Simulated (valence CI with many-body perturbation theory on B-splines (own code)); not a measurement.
# Energy levels of I⁴⁺

Computed by configuration interaction combined with many-body perturbation theory (CI+MBPT): three valence electrons over a frozen Dirac-Fock core [Kr] 4d10, a basis of 11 s, 11 p, 10 d, 8 f, 5 g, 2 h functions for each j, with the one-electron correlation potential Σ1, the two-electron term Σ2, the three-electron term Σ3, Breit, model QED; selected CI, second order for the rest, scaled by the run's own slope (own B-spline code, finite nucleus).

No measured levels were compared; by estimate levels hold to about 250 cm⁻¹ or 0.2 % of their energy and the worst to 1 %, as in measured heavy ions of charge 2 to 7; those with d or f electrons hold less well. The list stops below the first excitations out of the core.

Levels 46 to 90 of 121, with energies above the lowest level, 5s2 5p 2P°_1/2. "Leading %" is the weight of the configuration and term that name the level; weights of strongly mixed levels are sums over their largest components and can fall short. In the jj column 3d3/2^4 stands for four electrons in 3d with j = 3/2.

| No. | Configuration | Term | J | E (cm⁻¹) | Leading % | Second component | Leading jj | g |
| --- | --- | --- | --- | --- | --- | --- | --- | --- |
| 46 | 4f 5s 5p | 4F | 5/2 | 270990 | 47 | 36 % 4f 5s 5p 2F | 4f7/2 5s 5p1/2 (55 %) | 0.994 |
| 47 | 4f 5s 5p | 4F | 9/2 | 271080 | 52 | 42 % 4f 5s 5p 4G | 4f7/2 5s 5p1/2 (70 %) | 1.257 |
| 48 | 4f 5s 5p | 4F | 3/2 | 271270 | 88 | 4 % 4f 5s 5p 4D | 4f5/2 5s 5p1/2 (61 %) | 0.448 |
| 49 | 4f 5s 5p | 2F | 7/2 | 271340 | 55 | 15 % 4f 5s 5p 4G | 4f5/2 5s 5p1/2 (42 %) | 1.159 |
| 50 | 5s2 7s | 2S | 1/2 | 273080 | 97 |  | 5s^2 7s (97 %) | 2.002 |
| 51 | 5s2 5f | 2F° | 7/2 | 273590 | 73 | 22 % 5s 5p 5d 2F° | 5s^2 5f7/2 (73 %) | 1.144 |
| 52 | 5s2 5f | 2F° | 5/2 | 273800 | 82 | 13 % 5s 5p 5d 2F° | 5s^2 5f5/2 (82 %) | 0.860 |
| 53 | 5s 5p 6s | 4P° | 5/2 | 274450 | 98 |  | 5s 5p3/2 6s (98 %) | 1.601 |
| 54 | 5s 5p 5d | 2P° | 1/2 | 274490 | 48 | 40 % 5s 5p 6s 2P° | 5s 5p3/2 5d5/2 (43 %) | 0.674 |
| 55 | 4f 5s 5p | 2F | 5/2 | 275150 | 42 | 29 % 4f 5s 5p 4G | 4f5/2 5s 5p3/2 (37 %) | 0.837 |
| 56 | 4f 5s 5p | 4G | 7/2 | 276780 | 29 | 22 % 4f 5s 5p 2F | 4f5/2 5s 5p3/2 (46 %) | 1.108 |
| 57 | 5s 5p 6s | 2P° | 3/2 | 278120 | 39 | 25 % 5s 5p 5d 2D° | 5s 5p3/2 6s (44 %) | 1.190 |
| 58 | 5s 5p 5d | 2F° | 7/2 | 278620 | 70 | 22 % 5s2 5f 2F° | 5s 5p3/2 5d5/2 (44 %) | 1.146 |
| 59 | 4f 5s 5p | 4G | 9/2 | 279220 | 54 | 43 % 4f 5s 5p 4F | 4f7/2 5s 5p3/2 (64 %) | 1.244 |
| 60 | 5s 5p 5d | 2F° | 5/2 | 279260 | 63 | 12 % 5s2 5f 2F° | 5s 5p3/2 5d3/2 (66 %) | 0.919 |
| 61 | 4f 5s 5p | 4G | 11/2 | 280140 | 98 |  | 4f7/2 5s 5p3/2 (98 %) | 1.273 |
| 62 | 5s 5p 5d | 2P° | 1/2 | 281040 | 81 | 5 % 5s2 7p 2P° | 5s 5p3/2 5d3/2 (66 %) | 0.660 |
| 63 | 5s 5p 5d | 2D° | 3/2 | 281710 | 38 | 21 % 5s 5p 5d 2P° | 5s 5p3/2 5d3/2 (48 %) | 1.040 |
| 64 | 5s 5p 5d | 2D° | 5/2 | 282080 | 70 | 18 % 5s 5p 5d 2F° | 5s 5p3/2 5d5/2 (73 %) | 1.134 |
| 65 | 4f 5s 5p | 4D | 7/2 | 282470 | 62 | 22 % 4f 5s 5p 4F | 4f7/2 5s 5p3/2 (41 %) | 1.323 |
| 66 | 5s 5p 5d | 2P° | 3/2 | 284350 | 57 | 23 % 5s 5p 6s 2P° | 5s 5p3/2 5d5/2 (45 %) | 1.337 |
| 67 | 4f 5s 5p | 4D | 5/2 | 284670 | 80 | 13 % 4f 5s 5p 4F | 4f5/2 5s 5p3/2 (58 %) | 1.313 |
| 68 | 4f 5s 5p | 4D | 3/2 | 286230 | 91 | 5 % 4f 5s 5p 4F | 4f5/2 5s 5p3/2 (82 %) | 1.157 |
| 69 | 4f 5s 5p | 2G | 7/2 | 286570 | 71 | 15 % 4f 5s 5p 2F | 4f7/2 5s 5p3/2 (42 %) | 0.967 |
| 70 | 4f 5s 5p | 4D | 1/2 | 287120 | 96 |  | 4f5/2 5s 5p3/2 (96 %) | -0.002 |
| 71 | 5s2 7p | 2P° | 1/2 | 289340 | 87 | 5 % 5s 5p 6s 2P° | 5s^2 7p1/2 (87 %) | 0.667 |
| 72 | 5s2 7p | 2P° | 3/2 | 291740 | 81 | 11 % 5s 5p 6s 2P° | 5s^2 7p3/2 (81 %) | 1.334 |
| 73 | 4f 5s 5p | 2D | 5/2 | 292390 | 80 | 8 % 4f 5s 5p 2F | 4f7/2 5s 5p3/2 (49 %) | 1.169 |
| 74 | 4f 5s 5p | 2G | 9/2 | 293020 | 92 |  | 4f5/2 5s 5p3/2 (57 %) | 1.113 |
| 75 | 5s 5p 6p | 4D | 1/2 | 294440 | 70 | 23 % 5s 5p 6p 2P | 5s 5p1/2 6p1/2 (94 %) | 0.226 |
| 76 | 4f 5s 5p | 2D | 3/2 | 296920 | 84 | 6 % 5s 5p 6p 2D | 4f7/2 5s 5p3/2 (73 %) | 0.813 |
| 77 | 5s 5p 6p | 4D | 3/2 | 297540 | 72 | 18 % 5s 5p 6p 2P | 5s 5p1/2 6p1/2 (70 %) | 1.229 |
| 78 | 5s2 5g | 2G | 9/2 | 298690 | 73 | 22 % 4f 5s 5p 2G | 5s^2 5g9/2 (73 %) | 1.113 |
| 79 | 5s2 5g | 2G | 7/2 | 299060 | 76 | 19 % 4f 5s 5p 2G | 5s^2 5g7/2 (76 %) | 0.890 |
| 80 | 5s 5p 6p | 4P | 3/2 | 300800 | 34 | 24 % 5s 5p 6p 2P | 5s 5p1/2 6p3/2 (80 %) | 1.481 |
| 81 | 5s 5p 6p | 4P | 1/2 | 301100 | 89 |  | 5s 5p1/2 6p1/2 (58 %) | 2.565 |
| 82 | 5s 5p 6p | 4D | 5/2 | 302640 | 75 | 16 % 5s 5p 6p 4P | 5s 5p1/2 6p3/2 (72 %) | 1.396 |
| 83 | 5s 5p 6p | 2P | 1/2 | 302730 | 64 | 24 % 5s 5p 6p 4D | 5s 5p1/2 6p3/2 (53 %) | 0.610 |
| 84 | 5s 5p 6s | 2P° | 3/2 | 305410 | 89 | 4 % 5s2 7p 2P° | 5s 5p3/2 6s (73 %) | 1.341 |
| 85 | 5s 5p 6s | 2P° | 1/2 | 305420 | 89 | 5 % 5s2 7p 2P° | 5s 5p3/2 6s (72 %) | 0.680 |
| 86 | 5s 5p 6p | 2D | 3/2 | 305950 | 37 | 34 % 5s 5p 6p 4P | 5s 5p1/2 6p3/2 (64 %) | 1.300 |
| 87 | 4f 5s 5p | 2F | 5/2 | 307950 | 88 |  | 4f5/2 5s 5p3/2 (75 %) | 0.874 |
| 88 | 4f 5s 5p | 2F | 7/2 | 308010 | 90 |  | 4f7/2 5s 5p3/2 (72 %) | 1.141 |
| 89 | 5s 5p 6p | 2D | 3/2 | 310030 | 34 | 23 % 5s 5p 6p 2P | 5s 5p3/2 6p1/2 (70 %) | 1.293 |
| 90 | 5s 5p 6p | 4P | 5/2 | 310350 | 58 | 20 % 5s 5p 6p 4D | 5s 5p3/2 6p1/2 (75 %) | 1.477 |

Names give the largest LS component (configuration and term), which can be under half, so a name can repeat, a term be missing and a line seem to break the LS rules; names also repeat where a configuration has a term twice.

Where two levels of one J and parity lie close, their mixing, g and order are uncertain.
